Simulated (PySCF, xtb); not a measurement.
SbF4, SMILES [F][Sb]([F])([F])[F], multiplicity 2.

Harmonic wavenumbers (cm⁻¹) from GFN2-xTB (xtb 6.7.1) at its own minimum, in rising order: 73, 79, 132, 150, 152, 233, 318, 403, 412.

Task: What does PBE-D3(BJ)/def2-SVP (PySCF) give at its own minimum? (Estimate from the structure and the level; the computed values follow.)

Result: 87, 101, 173, 187, 201, 524, 544, 629, 635. Paired by order, the mean absolute difference is 125 cm⁻¹ and the zero-point energies are 2.8 and 4.4 kcal/mol.
